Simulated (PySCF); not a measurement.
H₅O₄Si, SMILES O[Si](O)(O)[OH2+], charge +1.

Geometry optimised at PBE0-D3(BJ)/def2-SVP. The isomer is the one that the SMILES or the coordinates give; other isomers of the formula were not compared. One conformer was computed; it need not be the lowest.

Level of theory: PBE/def2-TZVP in PySCF.

Gas-phase values at a fixed geometry.

Computed frontier levels, gap, dipole moment and polarisability:
```
Property                                                           Value
------------------------------------------------  ----------------------
highest occupied level                                         -12.90 eV
lowest empty level                                              -6.19 eV
orbital gap                                                      6.71 eV
dipole moment about the centre of nuclear charge               0.471 e·Å
mean static polarisability                          35.4 bohr³ (5.25 Å³)
polarisability, principal values                  33.5, 35.5, 37.3 bohr³
```
